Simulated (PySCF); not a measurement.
C3H7NSi2, SMILES C1=N[SiH2]C=C1[SiH3].

Geometry optimised at PBE0-D3(BJ)/def2-SVP. The geometry has at least one imaginary mode, so it is a saddle point at that level. This is a generated structure with no PubChem entry under its InChIKey; it may be hypothetical.

All values below come from PySCF with SMD-PBE0/6-31G*.

Solvation free energies are E(SMD) − E(gas) at the gas-phase geometry, for 1 M in both phases. In vacuum the dipole moment is 1.97 D.

Problem. Rank water, dimethylsulfoxide, methanol by solvation free energy, most negative first.

Solution. methanol (-3.2 kcal/mol), dimethylsulfoxide (-1.9 kcal/mol), water (-0.3 kcal/mol)
